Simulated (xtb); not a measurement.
I2Sn, singlet, from a rough starting geometry (GFN-xTB shapes and energies of metal compounds can be far from the true ones); GFN2-xTB (xtb).

The xtb input:
```
$ xtb mol.xyz --gfn 2 --opt vtight --json

# file mol.xyz
3

Sn     0.00289281    -0.02059210     1.11133108
I      1.08998756    -1.86139256    -0.55073963
I     -1.11168062     1.88250777    -0.55250334
```

Task: Predict the main parts of the log of this xtb run.

Result: 
```
   ID    Z sym.   atoms
    1   50 Sn     1
    2   53 I      2, 3

           -------------------------------------------------
          |                Calculation Setup                |
           -------------------------------------------------

           -------------------------------------------------
          |                 G F N 2 - x T B                 |
           -------------------------------------------------

          ...................................................
          :                      SETUP                      :
          :.................................................:
          :  # basis functions                  30          :
          :  # atomic orbitals                  27          :
          :  # shells                            9          :
          :  # electrons                        18          :
          :  max. iterations                   250          :
          :  Hamiltonian                  GFN2-xTB          :
          :  restarted?                      false          :
          :  GBSA solvation                  false          :
          :  PC potential                    false          :
          :  electronic temp.          300.0000000     K    :
          :  accuracy                    1.0000000          :
          :  -> integral cutoff          0.2500000E+02      :
          :  -> integral neglect         0.1000000E-07      :
          :  -> SCF convergence          0.1000000E-05 Eh   :
          :  -> wf. convergence          0.1000000E-03 e    :
          :  Broyden damping             0.4000000          :
          :  net charge                          0          :
          :  unpaired electrons                  0          :
          ...................................................

 iter      E             dE          RMSdq      gap      omega  full diag
   1     -6.8932208 -0.689322E+01  0.670E+01    0.24       0.0  T
   2     -6.0712822  0.821939E+00  0.842E+01    3.90       1.0  T
   3     -9.3528765 -0.328159E+01  0.242E+01    5.81       1.0  T
   4     -9.7454384 -0.392562E+00  0.961E+00    4.47       1.0  T
   5     -9.7385384  0.690002E-02  0.976E+00    4.49       1.0  T
   6     -9.7643235 -0.257852E-01  0.245E+01    4.76       1.0  T
   7     -9.8879830 -0.123659E+00  0.125E+01    4.10       1.0  T
   8     -9.8935682 -0.558518E-02  0.116E+01    4.08       1.0  T
   9     -9.9148304 -0.212622E-01  0.225E+00    3.76       1.0  T
[...]
         :: total energy              -9.910760119192 Eh    ::
 * total energy  :    -9.9107601 Eh     change       -0.2542908E-09 Eh
 * total energy  :    -9.9025939 Eh     change        0.8166223E-02 Eh
 * total energy  :    -9.9096437 Eh     change       -0.7049832E-02 Eh
 * total energy  :    -9.8637541 Eh     change        0.4588968E-01 Eh
 * total energy  :    -9.9105664 Eh     change       -0.4681239E-01 Eh
 * total energy  :    -9.9110190 Eh     change       -0.4525652E-03 Eh
 * total energy  :    -9.9110725 Eh     change       -0.5351023E-04 Eh
 * total energy  :    -9.9110949 Eh     change       -0.2237989E-04 Eh
 * total energy  :    -9.9110963 Eh     change       -0.1448152E-05 Eh
 * total energy  :    -9.9110967 Eh     change       -0.3717049E-06 Eh
 * total energy  :    -9.9110967 Eh     change       -0.1774509E-09 Eh
   *** GEOMETRY OPTIMIZATION CONVERGED AFTER 11 ITERATIONS ***
         :: total energy              -9.911096715515 Eh    ::
[...]
        17                          0.0151559               0.4124
        18                          0.0330924               0.9005
        19                          0.0377033               1.0260
        20                          0.0416119               1.1323
       ...                                ...                  ...
        27                          0.9559348              26.0123
      -------------------------------------------------------------
                  HL-Gap            0.1419979 Eh            3.8640 eV
             Fermi-level           -0.3401685 Eh           -9.2565 eV

     #   Z          covCN         q      C6AA      α(0)
     1  50 Sn       1.737     0.435   441.807    45.176
     2  53 I        0.879    -0.218   388.107    34.009
     3  53 I        0.879    -0.218   388.107    34.009

 Mol. C6AA /au·bohr⁶  :       3622.165540
 Mol. C8AA /au·bohr⁸  :     372830.912687
 Mol. α(0) /au        :        113.193041

Wiberg/Mayer (AO) data.
largest (>0.10) Wiberg bond orders for each atom

 ---------------------------------------------------------------------------
     #   Z sym  total        # sym  WBO       # sym  WBO       # sym  WBO
 ---------------------------------------------------------------------------
     1  50 Sn   2.534 --     3 I    1.267     2 I    1.267
     2  53 I    1.282 --     1 Sn   1.267
     3  53 I    1.282 --     1 Sn   1.267
 ---------------------------------------------------------------------------

Topologies differ in total number of bonds
Writing topology from bond orders to xtbtopo.mol

molecular dipole:
                 x           y           z       tot (Debye)
 q only:       -0.001      -0.005       1.398
   full:       -0.003      -0.013       3.728       9.475
molecular quadrupole (traceless):
                xx          xy          yy          xz          yz          zz
 q only:        0.062       4.679      -5.143      -0.013      -0.031       5.080
  q+dip:        0.087      13.692     -15.143      -0.030      -0.091      15.056
   full:        2.610      16.973     -16.271      -0.016      -0.088      13.661

optimized geometry written to: xtbopt.xyz

           -------------------------------------------------
          | TOTAL ENERGY               -9.911096715515 Eh   |
          | GRADIENT NORM               0.000001151879 Eh/α |
          | HOMO-LUMO GAP               3.863959525371 eV   |
           -------------------------------------------------

normal termination of xtb
```
